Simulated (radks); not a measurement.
Spherical quantum dot in the effective-mass picture: electrons in a hard-walled sphere of radius 2.96, with a point charge +1 (a donor) at the centre, all in effective atomic units (hartree* = m*/eps^2 hartree, bohr* = eps/m* bohr), one dielectric constant everywhere. Calculated with a radial shooting solver with Libxc functionals: non-relativistic Kohn-Sham, PBEsol, spin-polarised, spherical densities. Levels are named by radial order and angular momentum (1s, 1p, 1d, 2s, ...), and open shells are averaged over m.

N = 7, configuration 1s2 1p(up 3, down 2). This is the lowest configuration that the search found. Occupied and some empty levels:

level    occupation  eigenvalue (hartree*)  <r> (bohr*)
1s up             1                 2.9908        1.492
1s down           1                 3.0205        1.482
1p up             3                 3.5606        1.834
1p down           2                 3.5967        1.833
1d up             0                 4.2356        1.978
1d down           0                 4.2725        1.978
2s up             0                 4.3868        1.383
2s down           0                 4.4062        1.387
1f up             0                 5.0697        2.075
1f down           0                 5.1065        2.075

Energy (hartree*): total 12.1195, kinetic 7.0599, external -4.7121, Hartree 12.633, exchange-correlation -2.8607.

Electron density:

r (bohr*)  n(r) (e/bohr*^3)
0.0725               0.3151
0.220                0.2444
0.368                0.2003
0.516                0.1742
0.664                0.1600
0.812                0.1535
0.960                0.1515
1.11                 0.1515
1.26                 0.1514
1.40                 0.1496
1.55                 0.1446
1.70                 0.1353
1.85                 0.1214
2.00                 0.1031
2.14                0.08156
2.29                0.05857
2.44                0.03681
2.59                0.01894
2.73               0.006714
2.88              0.0007485
